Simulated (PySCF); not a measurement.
One molecule, one basis, several functionals.

Compound: C4H7FSi.
SMILES with atom numbers: `[CH:1]#[C:2][CH2:3][CH2:4][SiH2:5][F:6]` (hydrogens: H7 on C1; H8, H9 on C3; H10, H11 on C4; H12, H13 on Si5)

Torsions of this conformer, `[CH:1]#[C:2][CH2:3][CH2:4][SiH2:5][F:6]`: C2–C3–C4–Si5 -179°, C3–C4–Si5–F6 59°.

PySCF, pcSseg-1 basis, density fitting, gas phase, PBE0-D3(BJ)/def2-SVP geometry. One functional is left out:

```
functional  exact exchange (%)  HOMO energy (eV)  LUMO energy (eV)  dipole moment (D)
     B97-D                   0             -6.52             -0.35              1.410
      BLYP                   0             -6.40             -0.39              1.378
      BP86                   0             -6.68             -0.57              1.397
       LDA                   0             -6.74             -0.81              1.461
      OPBE                   0             -6.54             -0.33              1.389
       PBE                   0             -6.57             -0.54              1.390
     B3LYP                  20             -7.56              0.16              1.498
      PBE0                  25             -7.82              0.38              1.529
  mPW1PW91                  25             -7.84              0.40              1.540
 BHandHLYP                  50             -8.88              1.32              1.628
```

**Question.** Predict the row of B97-2 (21 % exact exchange) by straight lines through the other rows, and check it.

**Answer.** 
```tsv
property	line	computed	computed − line	B3LYP (20 %), for comparison
HOMO energy (eV)	-7.58	-7.55	+0.03	-7.56
LUMO energy (eV)	0.25	0.40	+0.15	0.16
dipole moment (D)	1.504	1.522	+0.018	1.498
```

**Question.** Which of these properties follows the share of exact exchange most closely, and which least?

**Answer.** Most closely the HOMO energy, least the dipole moment; the correlations over the tabulated rows are HOMO energy -0.993, LUMO energy 0.977, dipole moment 0.961. The HOMO energy moves by -0.473 eV for every 10 %. Functionals with the same share still differ in their other parts: at 0 % BLYP and LDA differ by 0.34 eV in it.
